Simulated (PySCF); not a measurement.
Geometry:
```csv
atom,x (Å),y (Å),z (Å)
C1,3.352,0.291,0.001
O2,2.475,-0.654,-0.573
C3,1.172,-0.433,-0.318
C4,0.108,-1.234,-0.774
C5,-1.022,-0.626,-0.270
C6,-2.457,-0.984,-0.399
N7,-0.607,0.453,0.429
C8,-1.405,1.406,1.140
N9,0.730,0.580,0.407
H10,4.357,-0.013,-0.284
H11,3.136,1.295,-0.375
H12,3.250,0.299,1.089
H13,0.174,-2.114,-1.377
H14,-3.015,-0.178,-0.877
H15,-2.558,-1.883,-1.000
H16,-2.899,-1.166,0.581
H17,-2.096,1.917,0.466
H18,-0.727,2.134,1.580
H19,-1.978,0.920,1.933
```

Level of theory: shielding tensors at PBE0/pcSseg-1 (GIAO), structure optimised with GFN2-xTB, in PySCF 2.14 (gas phase, averaged over atoms made equivalent by symmetry, fast rotation or ring inversion, single conformer, non-relativistic Hamiltonian).

**Question.** Predict the 2D correlation tables (HSQC, COSY, HMBC).

**Answer.** 

HSQC (one-bond C–H):
```
                δH         δC
        5.61 (H13)  97.3 (C4)
3.92 (H10/H11/H12)  56.5 (C1)
3.72 (H17/H18/H19)  37.1 (C8)
2.27 (H14/H15/H16)  13.6 (C6)
```

HMBC (two and three bonds, from the bond graph):
```
                δH                                 δC
        5.61 (H13)  168.1 (C3), 142.1 (C5), 13.6 (C6)
3.92 (H10/H11/H12)                         168.1 (C3)
3.72 (H17/H18/H19)                         142.1 (C5)
2.27 (H14/H15/H16)              142.1 (C5), 97.3 (C4)
```

No COSY cross peaks are expected.

Scale: TMS for ¹H (σref 31.72), ¹³C (σref 186.93) (reference shieldings calculated alike).

Short H···H contacts in this conformer between protons four or more bonds apart (candidates for NOE cross peaks, intensity ∝ r⁻⁶): H16···H19 2.65 Å, H13···H15 2.77 Å.

Shifts are as computed. Against solution values, carbons near 30 ppm lie about +3 ppm off and those near 130 ppm about +5 ppm. Of 1211 compounds with measured shifts, 218 miss one by over three times the rms of a fit or turn the order of signals round; such compounds aren't used in these exercises.
